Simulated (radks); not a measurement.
All-electron atom: B4+ in 1s1. Calculated with a radial shooting solver on a logarithmic mesh with Libxc functionals: scalar-relativistic Kohn-Sham, LB94 model potential, spin-polarised, spherical densities, finite nucleus; open shells are filled with parallel spins first; Fermi nuclear charge, rms radius 2.406 fm. Some entries of the table are withheld. Estimate them.

| orbital | occ. | eigenvalue (eV) | <1/r> (bohr^-1) | <r> (bohr) |
|---|---|---|---|---|
| 1s up | 1 | (1) | (2) | 0.3022 |
| 2s up | 0 | -80.1927 | (3) | 1.222 |
| 2p up | 0 | -79.7236 | 1.226 | 1.022 |

Answer. 
(1) 1s up eigenvalue (eV): -329.5449
(2) 1s up <1/r> (bohr^-1): 4.973
(3) 2s up <1/r> (bohr^-1): 1.229
